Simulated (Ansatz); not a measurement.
```yaml
crystal:
  periodic: [false, false, false]
  atoms:
    - {symbol: Pb, position_ang: [-1.888073, 0.590541, 1.718181]}
    - {symbol: Pb, position_ang: [1.624493, 1.242517, -0.162016]}
    - {symbol: Pb, position_ang: [-0.456860, -1.175668, -1.618028]}
    - {symbol: Se, position_ang: [-1.048546, 1.344133, -0.733367]}
    - {symbol: Br, position_ang: [1.560362, 0.401603, -2.897552]}
    - {symbol: Br, position_ang: [-2.010432, -1.969675, 0.829520]}
    - {symbol: Br, position_ang: [1.610022, -1.507025, 0.201377]}
    - {symbol: Br, position_ang: [0.609044, 1.073584, 2.661885]}
basis:
  gaussian: {orbitals: def2-mTZVP}
hamiltonian: {xc: {name: revPBE}, dispersion: d4}
output: {forces: true}
```

```sh
$ ansatz run in.yaml --threads 6 --pin off --events-out ev --progress --plain --max-ram 7833MiB
```

It prints (some lines left out):

```
Functional definition: revPBE
2896 factors; their error is unknown
mean field evaluation 1: about -361264.7581 eV, gradient 2.9e1 eV
mean field evaluation 2: about -361256.1004 eV, gradient 5.7e1 eV
mean field evaluation 4: about -361267.2913 eV, gradient 9.4e0 eV
mean field evaluation 8: about -361267.4319 eV, gradient 1.8e-1 eV
mean field evaluation 16: about -361267.4319 eV, gradient 9.2e-5 eV
mean field -361267.43192125 eV, -13276.3332472456 hartree, gradient 1.9e-5 eV, S^2 0.000000; 0 other end points of the search recorded, 0 dependent functions left out
reference -361267.43198594 eV, -13276.3332496229 hartree; 120, 120 occupied and 168, 168 virtual orbitals, 2896 factors
Total energy: -361268.90310470 eV, -13276.3873122402 hartree
Atom 0 at    -1.888073     0.590541     1.718181 Å, force    -1.126674     0.480609     0.812576 eV/Å
Atom 1 at     1.624493     1.242517    -0.162016 Å, force     0.945646     0.922230     0.211279 eV/Å
Atom 2 at    -0.456860    -1.175668    -1.618028 Å, force    -0.579641    -0.849444    -0.855491 eV/Å
Atom 3 at    -1.048546     1.344133    -0.733367 Å, force    -0.603985     0.881121    -0.600422 eV/Å
Atom 4 at     1.560362     0.401603    -2.897552 Å, force     0.475124     0.157419    -0.940501 eV/Å
Atom 5 at    -2.010432    -1.969675     0.829520 Å, force    -0.277780    -0.916428     0.113063 eV/Å
Atom 6 at     1.610022    -1.507025     0.201377 Å, force     0.555184    -0.793070     0.523662 eV/Å
Atom 7 at     0.609044     1.073584     2.661885 Å, force     0.612125     0.117563     0.735834 eV/Å
Dipole moment:    -0.329539     0.294087    -0.017280 e Å
```

It took 6 s on 6 threads of Intel Xeon on a shared host, peak host memory 0.84 GiB.

In the def2 sets Pb takes a core potential; there is no spin–orbit coupling.
